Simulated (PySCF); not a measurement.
## Multinuclear NMR of 2-methyl-[1,2,4]diazaphospholo[1,5-a]pyridine

Numbering as in the mapped SMILES `[CH3:1][c:2]1[n:3][n:4]2[cH:5][cH:6][cH:7][cH:8][c:9]2[p:10]1`. Hydrogens are named by the atom that carries them.

- GIAO PBE0/pcSseg-1 shieldings
- geometry from GFN2-xTB
- code: PySCF
- a single conformation, non-relativistic, no solvent model, equivalent nuclei averaged

Question: What are the 31P shifts?

Answer: 
```tsv
atoms	environment	σ (ppm)	δ (ppm)
P10	phosphorus bonded to 2 C, in a 5-membered ring	235.3	75.1
```

Shieldings were converted by a linear fit to measured shifts: 31P: δ = 270.09 − 0.828σ (rms 18.1 ppm, 64 shifts vs H3PO4, solution or neat liquid). A few per cent of atoms miss by over 2 rms, more outside the fitted compound classes.

On a 300 MHz spectrometer 31P resonates near 121.4 MHz, so 1 ppm is 121.4 Hz.

Question: What are the 15N shifts?

Answer: 
| atoms | environment | σ (ppm) | δ (ppm) |
| --- | --- | --- | --- |
| N3 | pyridine-type nitrogen of an azole | -80.9 | -73.6 |
| N4 | pyrrole-type ring nitrogen | -2.3 | -146.0 |

Shieldings were converted by a linear fit to measured shifts: 15N: δ = -148.07 − 0.921σ (rms 6.3 ppm, 71 shifts vs CH3NO2, solution or neat liquid). A few per cent of atoms miss by over 2 rms, more outside the fitted compound classes.

On a 300 MHz spectrometer 15N resonates near 30.4 MHz, so 1 ppm is 30.4 Hz.
